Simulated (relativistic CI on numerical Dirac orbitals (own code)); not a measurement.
# One change at a time: Pr²⁰⁺

Base calculation: Dirac-Coulomb-Breit CI, orbitals from a KLI potential per configuration, a model potential for QED, unscaled Slater integrals.

Configurations in the expansion (outside the closed core [Ar] 3d10): 4s2 4p6 4d3, 4s2 4p5 4d4, 4s2 4p6 4d2 4f, 4s 4p6 4d4, 4s2 4p6 4d2 5s, 4s 4p6 4d3 4f, 4s2 4p6 4d2 5p, 4s2 4p6 4d 4f 5s, 4s2 4p6 4d2 5d, 4s2 4p6 4d 5s 5p, 4s2 4p6 4d 4f2, 4s2 4p6 4f3, 4s2 4p6 4f2 5s, 4s 4p6 4d 4f3, 4s2 4p6 4f2 5p, 4p6 4d5, 4p5 4d6, 4s2 4p6 4d 5s2, 4s2 4p6 4f 5s2, 4s 4p6 4d 4f 5s2, 4s2 4p6 5s2 5p. Double excitations out of closed p, d and f shells are left out; levels of such configurations are missing from the list, as are those of other unlisted configurations, and high levels can miss mixing partners. These lack a partner that the ground configuration has and come out too high: 4s2 4p6 4d2 5d.

Variants: (1) one mean potential for all configurations; (2) only the first configuration. Shifts of the energy above 4s2 4p6 4d3 4F_3/2, in cm⁻¹, for the lowest level and the first level of each name with at least 55 % of one term (blank where a level changes its place among those of its configuration and J or its character, or is not in the variant):

| Level | Base | Δ(1) | Δ(2) |
| --- | --- | --- | --- |
| 4s2 4p6 4d3 4F_3/2 | 0 | 0 | 0 |
| 4s2 4p6 4d3 4F_5/2 | 23925 | -2 | -842 |
| 4s2 4p6 4d3 4F_7/2 | 39761 | -3 | -884 |
| 4s2 4p6 4d3 4P_1/2 | 49802 | -5 | +2490 |
| 4s2 4p6 4d3 2G_7/2 | 73447 | -6 | -384 |
| 4s2 4p6 4d3 4P_5/2 | 74708 | -8 | +3017 |
| 4s2 4p6 4d3 2P_1/2 | 91737 | -10 | +2266 |
| 4s2 4p6 4d3 2H_11/2 | 101301 | -6 | -2414 |
| 4s2 4p6 4d3 2D_5/2 | 104538 | -10 | +3888 |
| 4s2 4p6 4d3 2F_5/2 | 115335 | -9 | +3320 |
| 4s2 4p6 4d3 2G_9/2 | 120172 | -10 | -947 |
| 4s2 4p6 4d3 2F_7/2 | 120458 | -9 | +2482 |
| 4s2 4p6 4d3 2P_3/2 | 127767 | -14 | +2874 |
| 4s2 4p5 4d4 6D°_5/2 | 793334 | -171 |  |

At this charge energies of transitions that change n are usually good to better than 1 %, and those within a shell (Δn = 0) to a few per cent. Terms inside the open d or f shell come out 10 to 20 % too wide with unscaled integrals.

Ionisation energy from the two ground configurations alone: base 589.87 eV. The NIST ASD value (theoretical) is 590 eV.

LS names give the leading component of a level, which can be under half, so a name can repeat, a term be missing and a line seem to break the LS rules.
